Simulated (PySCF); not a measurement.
I6Y2, SMILES [I][Y]12([I])[I][Y]1([I])([I])[I]2 (connectivity only; charge and spin as stated), neutral, multiplicity 1.

The structure is a stationary point at B3LYP-D3(BJ)/def2-SVP. The spin state was assumed, not searched. The def2 effective core potentials stand for the cores of I, Y; spin–orbit coupling is left out.

Method: TDA-LC-ωPBE/def2-SVP (PySCF 2.14.0).

Vertical excitations.  State labels are in the subgroup D2h.

Problem. Estimate the UV-visible absorptions. (The exact figures need the calculation; the answer reports its results.)

Solution. 
```tsv
state	symmetry	energy (eV)	λ (nm)	f	main pairs
S1	B2u	5.00	248	0.005	HOMO→LUMO 82 %
S2	B3g	5.07	244	0.000	HOMO−1→LUMO 79 %, HOMO→LUMO+8 12 %
S3	B1g	5.08	244	0.000	HOMO−2→LUMO 81 %
S4	B2g	5.23	237	0.000	HOMO→LUMO+1 40 %, HOMO−1→LUMO+5 25 %, HOMO−4→LUMO 19 %
S5	B3u	5.24	237	0.007	HOMO−1→LUMO+1 37 %, HOMO→LUMO+5 25 %, HOMO−3→LUMO 20 %
S6	Au	5.24	237	0.000	HOMO−5→LUMO 75 %
T1	B2u	4.91	253	0	HOMO→LUMO 56 %, HOMO−1→LUMO+6 16 %
T2	B3g	4.95	251	0	HOMO−1→LUMO 36 %, HOMO→LUMO+6 19 %, HOMO−3→LUMO+1 10 %, HOMO−1→LUMO+4 9 %
```
Triplets are in the Tamm–Dancoff approximation.
